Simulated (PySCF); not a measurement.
All values below come from PySCF with PBE-D3(BJ)/def2-TZVP // B3LYP-D3(BJ)/def2-TZVP. Isolated molecules, 0 K electronic values unless said otherwise. 

Reference species (SMILES): `C=C=C=[SiH2]` (neutral, multiplicity 1).

The HOMO comes out as -5.28 eV and the LUMO comes out as -2.82 eV.

Changed species: `c1c[si]1=C`.

**Question.** What does the change do to the HOMO and LUMO?

**Answer.** the HOMO increases by 0.26 eV, to -5.02 eV; the LUMO increases by 0.89 eV, to -1.93 eV.
